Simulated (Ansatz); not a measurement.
Relaxation of the cluster K₂H₂ with RKS r2SCAN-D4/def2-TZVP.

```sh
$ ansatz run in.yaml --threads 4 --pin off --events-out ev --progress --plain --max-ram 3916MiB
```

```yaml
crystal:
  periodic: [false, false, false]
  atoms:
    - {symbol: K, position_ang: [-0.085100, 2.597290, -0.074330]}
    - {symbol: K, position_ang: [0.081140, -2.598090, 0.073560]}
    - {symbol: H, position_ang: [-1.780880, -0.061910, -0.037950]}
    - {symbol: H, position_ang: [1.784840, 0.062710, 0.038720]}
basis:
  gaussian: {orbitals: def2-TZVP}
hamiltonian: {xc: r2scan, dispersion: d4}
scf: {omitted_lower_state_checks: [starts]}
output: {orbitals: {seedname: orbitals}}
relax: {f_tol: 0.02, max_steps: 100}
```

Run time 15 s (4 threads of Arm Neoverse N1 on a shared host).

Positions (Å) and forces (eV/Å) at steps 1, 2, 3, 4, 5, 6 of 6:

```xyz
4
step=1 energy=-32677.8377 eV
K    -0.085    2.597   -0.074    0.036   -1.026    0.030
K     0.081   -2.598    0.074   -0.031    1.028   -0.029
H    -1.781   -0.062   -0.038    0.111    0.002    0.002
H     1.785    0.063    0.039   -0.116   -0.004   -0.003
4
step=2 energy=-32678.1412 eV
K    -0.078    2.403   -0.069    0.034   -0.979    0.028
K     0.075   -2.403    0.068   -0.030    0.979   -0.028
H    -1.798   -0.062   -0.038    0.186    0.006    0.004
H     1.801    0.063    0.039   -0.191   -0.006   -0.004
4
step=3 energy=-32678.5380 eV
K    -0.072    2.208   -0.063    0.030   -0.926    0.027
K     0.070   -2.209    0.063   -0.029    0.927   -0.026
H    -1.759   -0.061   -0.038    0.207    0.007    0.004
H     1.761    0.062    0.038   -0.208   -0.008   -0.005
4
step=4 energy=-32678.8639 eV
K    -0.066    2.014   -0.058    0.019   -0.608    0.018
K     0.063   -2.014    0.057   -0.015    0.609   -0.017
H    -1.709   -0.059   -0.037    0.120    0.006    0.002
H     1.711    0.060    0.037   -0.124   -0.007   -0.003
4
step=5 energy=-32679.0000 eV
K    -0.060    1.820   -0.052    0.001   -0.033    0.001
K     0.060   -1.820    0.052   -0.002    0.033   -0.001
H    -1.673   -0.056   -0.036   -0.088   -0.003   -0.002
H     1.673    0.056    0.036    0.088    0.004    0.002
4
step=6 energy=-32679.0057 eV
K    -0.059    1.795   -0.051    0.000   -0.006    0.000
K     0.059   -1.795    0.051    0.001    0.006    0.000
H    -1.726   -0.058   -0.037   -0.003    0.000    0.000
H     1.727    0.058    0.037    0.001   -0.001    0.000
```

The structure comes from a short search, and lower isomers may exist.
